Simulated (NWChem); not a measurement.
System: C2H6ClSi cation

Input file for NWChem:

```
start job
memory heap 200 mb stack 900 mb global 1100 mb
charge 1
geometry units angstroms noautoz
  C     -0.008344    -1.616755    -1.243122
  Si     0.000000     0.000000    -0.403200
  C      0.008344     1.616755    -1.243122
  Cl     0.000000     0.000000     1.588396
  H      0.525127    -1.558404    -2.205756
  H     -1.060990    -1.882180    -1.461615
  H      0.416783    -2.409733    -0.609858
  H     -0.416783     2.409733    -0.609858
  H      1.060990     1.882180    -1.461615
  H     -0.525127     1.558404    -2.205756
end
basis spherical
  * library 6-31g*
end
dft
  xc xpbe96 cpbe96
  iterations 150
  mulliken
end
task dft energy
```

Excerpt of the output:

```
             Northwest Computational Chemistry Package (NWChem) 7.3.0
             --------------------------------------------------------

 C2  symmetry detected

                             Geometry "geometry" -> ""
                             -------------------------

 Output coordinates in angstroms (scale by  1.889725989 to convert to a.u.)

  No.       Tag          Charge          X              Y              Z
 ---- ---------------- ---------- -------------- -------------- --------------
    1 C                    6.0000     0.00475732    -1.61676953    -1.19997935
    2 Si                  14.0000     0.00000000     0.00000000    -0.36005735
    3 C                    6.0000    -0.00475732     1.61676953    -1.19997935
    4 Cl                  17.0000     0.00000000     0.00000000     1.63153865
    5 H                    1.0000     0.53773797    -1.55409757    -2.16261335
    6 H                    1.0000    -1.04570330    -1.89071572    -1.41847235
    7 H                    1.0000     0.43629610    -2.40627657    -0.56671535
    8 H                    1.0000    -0.43629610     2.40627657    -0.56671535
    9 H                    1.0000     1.04570330     1.89071572    -1.41847235
   10 H                    1.0000    -0.53773797     1.55409757    -2.16261335

 Effective nuclear repulsion energy (a.u.)     209.3193327970

      Symmetry information
      --------------------

 Group name             C2
 Group number              4
 Group order               2
 No. of unique centers     6

  pbe96 is a nonlocal functional; adding pw91lda local functional.

                                 NWChem DFT Module
                                 -----------------

 Summary of "ao basis" -> "ao basis" (spherical)
 ------------------------------------------------------------------------------
       Tag                 Description            Shells   Functions and Types
 ---------------- ------------------------------  ------  ---------------------
 C                           6-31g*                  6       14   3s2p1d
 Si                          6-31g*                  8       18   4s3p1d
 Cl                          6-31g*                  8       18   4s3p1d
 H                           6-31g*                  2        2   2s

      Symmetry analysis of basis
      --------------------------

        a          40
        b          36

            General Information
            -------------------
          SCF calculation type: DFT
          Wavefunction type:  closed shell.
          No. of atoms     :    10
          No. of electrons :    48
           Alpha electrons :    24
            Beta electrons :    24
          Charge           :     1
          Spin multiplicity:     1
          Use of symmetry is: on ; symmetry adaption is: on
          Maximum number of iterations: 150
          AO basis - number of functions:    76
                     number of shells:    40
          Convergence on energy requested:  1.00D-06
          Convergence on density requested:  1.00D-05
          Convergence on gradient requested:  5.00D-04

              XC Information
              --------------
          PerdewBurkeErnzerhof Exchange Functional  1.000
            Perdew 1991 LDA Correlation Functional  1.000 local
           PerdewBurkeErnz. Correlation Functional  1.000 non-local

             Grid Information
             ----------------
          Grid used for XC integration:  medium
          Radial quadrature: Mura-Knowles
          Angular quadrature: Lebedev.
          Tag              B.-S. Rad. Rad. Pts. Rad. Cut. Ang. Pts.
          ---              ---------- --------- --------- ---------
          C                   0.70       49          10.0       434
          Si                  1.10       88           8.0       590
          Cl                  1.00       88          10.0       590
          H                   0.35       45          11.0       434
          Grid pruning is: on
          Number of quadrature shells:   360
          Spatial weights used:  Erf1

      Superposition of Atomic Density Guess
      -------------------------------------

 Sum of atomic energies:        -826.57779377

 Renormalizing density from      49.00 to     48

      Non-variational initial energy
      ------------------------------

 Total energy =    -817.738566
 1-e energy   =   -1523.941272
 2-e energy   =     496.883373
 HOMO         =      -0.657367
 LUMO         =      -0.311229

      Symmetry analysis of molecular orbitals - initial
      -------------------------------------------------

  Numbering of irreducible representations:

     1 a           2 b

  Orbital symmetries:

     1 a           2 a           3 a           4 b           5 a
     6 a           7 b           8 b           9 a          10 b
    11 a          12 b          13 a          14 a          15 b
    16 a          17 b          18 a          19 b          20 b
    21 a          22 a          23 b          24 b          25 b
    26 a          27 a          28 b          29 a          30 a
    31 b          32 b          33 a          34 b

     ---------------------------------------------
      Total Density - Mulliken Population Analysis
     ---------------------------------------------

    Atom       Charge   Shell Charges
 -----------   ------   -------------------------------------------------------
    1 C    6     7.03   2.00  0.76  2.22  0.69  1.34  0.02
    2 Si  14    12.87   2.00  2.00  5.99  1.06  1.29  0.15  0.19  0.18
    3 C    6     7.03   2.00  0.76  2.22  0.69  1.34  0.02
    4 Cl  17    17.28   2.00  2.00  5.99  1.50  4.08  0.43  1.27  0.02
    5 H    1     0.63   0.42  0.21
    6 H    1     0.63   0.41  0.21
    7 H    1     0.64   0.43  0.22
    8 H    1     0.64   0.43  0.22
    9 H    1     0.63   0.41  0.21
   10 H    1     0.63   0.42  0.21

   convergence    iter        energy       DeltaE   RMS-Dens  Diis-err
 ---------------- ----- ----------------- --------- --------- ---------
 d= 0,ls=0.0,diis     1   -828.6931402717 -1.04D+03  2.44D-02  1.03D+00
 d= 0,ls=0.0,diis     2   -828.4937883524  1.99D-01  2.12D-02  1.74D+00
 d= 0,ls=0.0,diis     3   -828.7557986652 -2.62D-01  6.69D-03  2.03D-01
 d= 0,ls=0.0,diis     4   -828.7890355023 -3.32D-02  1.42D-03  2.46D-02
 d= 0,ls=0.0,diis     5   -828.7921890052 -3.15D-03  4.48D-04  9.51D-04
  Resetting Diis
 d= 0,ls=0.0,diis     6   -828.7922868124 -9.78D-05  1.82D-04  2.22D-04
 d= 0,ls=0.0,diis     7   -828.7923246014 -3.78D-05  8.34D-05  4.29D-06
 d= 0,ls=0.0,diis     8   -828.7923224923  2.11D-06  5.21D-05  1.68D-05
 d= 0,ls=0.0,diis     9   -828.7923254508 -2.96D-06  3.31D-06  6.09D-08
 d= 0,ls=0.0,diis    10   -828.7923254589 -8.09D-09  1.08D-06  7.45D-09

         Total DFT energy =     -828.792325458905
      One electron energy =    -1548.293772365262
           Coulomb energy =      571.735652857238
    Exchange-Corr. energy =      -61.553538747931
 Nuclear repulsion energy =      209.319332797049

 Numeric. integr. density =       48.000007146858

                  Occupations of the irreducible representations
                  ----------------------------------------------

                     irrep           alpha         beta
                     --------     --------     --------
                     a                13.0         13.0
                     b                11.0         11.0

                       DFT Final Molecular Orbital Analysis
                       ------------------------------------

 Vector   22  Occ=2.000000D+00  E=-5.290189D-01  Symmetry=b
              MO Center= -2.0D-15, -1.1D-14, -3.0D-01, r^2= 4.2D+00
   Bfn.  Coefficient  Atom+Function         Bfn.  Coefficient  Atom+Function
  ----- ------------  ---------------      ----- ------------  ---------------
    54      0.364489   4 Cl py               22      0.350540   2 Si py
     4     -0.287454   1 C  py               36     -0.287454   3 C  py
    58      0.153216   4 Cl py               50     -0.142200   4 Cl py
     8     -0.140143   1 C  py               40     -0.140143   3 C  py
    18     -0.138500   2 Si py               69      0.135864   7 H  s

 Vector   23  Occ=2.000000D+00  E=-5.163997D-01  Symmetry=b
              MO Center= -1.4D-15, -9.4D-15,  1.3D+00, r^2= 2.0D+00
   Bfn.  Coefficient  Atom+Function         Bfn.  Coefficient  Atom+Function
  ----- ------------  ---------------      ----- ------------  ---------------
    53      0.690382   4 Cl px               57      0.333391   4 Cl px
    49     -0.269237   4 Cl px               21      0.162605   2 Si px
     3     -0.085693   1 C  px               35     -0.085693   3 C  px
    31     -0.067084   2 Si d  1             17     -0.059792   2 Si px
     7     -0.058868   1 C  px               39     -0.058868   3 C  px

 Vector   24  Occ=2.000000D+00  E=-4.853795D-01  Symmetry=b
              MO Center=  7.6D-16, -6.9D-15,  6.2D-01, r^2= 3.6D+00
   Bfn.  Coefficient  Atom+Function         Bfn.  Coefficient  Atom+Function
  ----- ------------  ---------------      ----- ------------  ---------------
    54      0.612796   4 Cl py               58      0.294824   4 Cl py
    50     -0.236827   4 Cl py               22     -0.199680   2 Si py
     4      0.185648   1 C  py               36      0.185648   3 C  py
     5      0.127572   1 C  pz               37     -0.127572   3 C  pz
     8      0.115742   1 C  py               40      0.115742   3 C  py

 Vector   25  Occ=0.000000D+00  E=-3.191706D-01  Symmetry=b
              MO Center= -8.6D-16, -1.3D-15, -2.7D-01, r^2= 3.0D+00
   Bfn.  Coefficient  Atom+Function         Bfn.  Coefficient  Atom+Function
  ----- ------------  ---------------      ----- ------------  ---------------
    21      0.717304   2 Si px               25      0.426008   2 Si px
    53     -0.292057   4 Cl px               17     -0.240435   2 Si px
    57     -0.223682   4 Cl px               68      0.184454   6 H  s
    74     -0.184454   9 H  s                49      0.109413   4 Cl px
    67      0.106321   6 H  s                73     -0.106321   9 H  s

 Vector   26  Occ=0.000000D+00  E=-2.372374D-01  Symmetry=a
              MO Center= -1.1D-16, -4.3D-15, -5.8D-02, r^2= 3.7D+00
   Bfn.  Coefficient  Atom+Function         Bfn.  Coefficient  Atom+Function
  ----- ------------  ---------------      ----- ------------  ---------------
    24      1.371735   2 Si s                56     -0.573040   4 Cl s
     6     -0.533593   1 C  s                38     -0.533593   3 C  s
    59      0.487362   4 Cl pz               20      0.387552   2 Si s
    55      0.373279   4 Cl pz               23      0.278756   2 Si pz
     8     -0.269433   1 C  py               40      0.269433   3 C  py

 Vector   27  Occ=0.000000D+00  E=-1.697594D-01  Symmetry=a
              MO Center=  2.2D-15, -8.0D-15, -9.1D-01, r^2= 4.2D+00
   Bfn.  Coefficient  Atom+Function         Bfn.  Coefficient  Atom+Function
  ----- ------------  ---------------      ----- ------------  ---------------
    27      0.925857   2 Si pz                6      0.750840   1 C  s
    38      0.750840   3 C  s                24     -0.580333   2 Si s
    23      0.518462   2 Si pz               70     -0.489968   7 H  s
    72     -0.489968   8 H  s                56     -0.455205   4 Cl s
    59      0.287553   4 Cl pz               66      0.224800   5 H  s

     ---------------------------------------------
      Total Density - Mulliken Population Analysis
     ---------------------------------------------

    Atom       Charge   Shell Charges
 -----------   ------   -------------------------------------------------------
    1 C    6     6.74   2.00  0.67  2.14  0.72  1.20  0.02
    2 Si  14    13.25   2.00  2.00  5.96  1.09  1.64  0.13  0.22  0.21
    3 C    6     6.74   2.00  0.67  2.14  0.72  1.20  0.02
    4 Cl  17    16.97   2.00  2.00  5.97  1.44  3.62  0.52  1.40  0.02
    5 H    1     0.72   0.50  0.23
    6 H    1     0.72   0.49  0.23
    7 H    1     0.71   0.50  0.22
    8 H    1     0.71   0.50  0.22
    9 H    1     0.72   0.49  0.23
   10 H    1     0.72   0.50  0.23

     -------------------------------------------
      Total Density - Lowdin Population Analysis
     -------------------------------------------

    Atom       Charge   Shell Charges
 -----------   ------   -------------------------------------------------------
    1 C    6     6.59   1.99  0.57  1.95  0.47  1.57  0.04
    2 Si  14    13.23   2.00  1.98  5.87  0.72  1.44  0.30  0.63  0.28
    3 C    6     6.59   1.99  0.57  1.95  0.47  1.57  0.04
    4 Cl  17    16.91   2.00  1.99  5.91  1.18  3.32  0.62  1.86  0.02
    5 H    1     0.79   0.46  0.33
    6 H    1     0.78   0.45  0.32
    7 H    1     0.78   0.46  0.32
    8 H    1     0.78   0.46  0.32
    9 H    1     0.78   0.45  0.32
   10 H    1     0.79   0.46  0.33

     Multipole analysis of the density
     ---------------------------------

     L   x y z        total         alpha         beta         nuclear
     -   - - -        -----         -----         ----         -------
     0   0 0 0      1.000000    -24.000000    -24.000000     49.000000

     1   1 0 0     -0.000000     -0.000000     -0.000000      0.000000
     1   0 1 0     -0.000000     -0.000000     -0.000000      0.000000
     1   0 0 1     -1.358287     -0.679144     -0.679144      0.000000

     2   2 0 0    -24.556093    -17.895858    -17.895858     11.235622
     2   1 1 0      0.231942     -0.046271     -0.046271      0.324484
     2   1 0 1     -0.000000     -0.000000     -0.000000      0.000000
     2   0 2 0    -20.115448   -108.132914   -108.132914    196.150381
     2   0 1 1     -0.000000     -0.000000     -0.000000     -0.000000
     2   0 0 2    -21.007476   -150.430981   -150.430981    279.854486
```

Level: PBE/6-31G* (spherical d). The geometry was optimised at PBE0/def2-SVP.
